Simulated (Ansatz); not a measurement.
Species: TiF3, charge 0, multiplicity 2. The spin state was set by rule; other spins were not relaxed. 
Structure (B3LYP-D3(BJ)/def2-TZVP (Ansatz, a quantum-chemistry and plane-wave program) minimum search):
SMILES: [Ti]([F])([F])[F]
```xyz
4

Ti     0.0000     0.0000     0.0000
F     -1.5147    -0.9338     0.0282
F      0.0193     1.6440    -0.6812
F      1.4954    -0.7102     0.6530
```
Charge 0, spin multiplicity 2.

Wanted: vertical electron affinity (to the singlet state of charge -1; a negative value means that the extra electron is unbound and the number depends on the basis; each state is the SCF solution reached for its spin; the molecule has degenerate orbitals, so one determinant may break the symmetry; for the singlet the Hartree-Fock reference is unstable and T1 is 0.031), in eV. Cores are frozen in the correlated levels unless marked. Open shells are spin-unrestricted. Spin-orbit coupling is left out. Frozen are the shells of the preceding noble gas and the d and f shells that filled before the atom's block. No relativistic terms. Anions need diffuse functions: def2-D sets add few. CBS(X,Y): correlation extrapolated as X^-3; Hartree-Fock from the larger set. The bracket is a focal-point correction in the basis named.

```tsv
level	program	vertical electron affinity (eV)
HF/def2-SVPD	Ansatz	-0.44
HF/def2-TZVPPD	Ansatz	-0.54
HF/def2-QZVPPD	Ansatz	-0.57
SVWN5/def2-TZVPD	Ansatz	1.15
B3LYP/def2-TZVPD	Ansatz	0.96
BHLYP/def2-TZVPD	Ansatz	0.68
CAM-B3LYP/def2-TZVPD	Ansatz	0.92
wB97M-V/def2-TZVPD	Ansatz	0.93
wB97X/def2-TZVPD	Ansatz	0.95
B2PLYP/def2-TZVPD	Ansatz	0.73
MP2/def2-SVPD	Ansatz	0.26
SCS-MP2/def2-SVPD	Ansatz	0.33
CCSD(T)/def2-SVPD	Ansatz	0.71
RI-MP2/CBS(def2-TZVPPD,def2-QZVPPD)+[CCSD(T)-MP2]/def2-SVPD	Ansatz	0.95
```
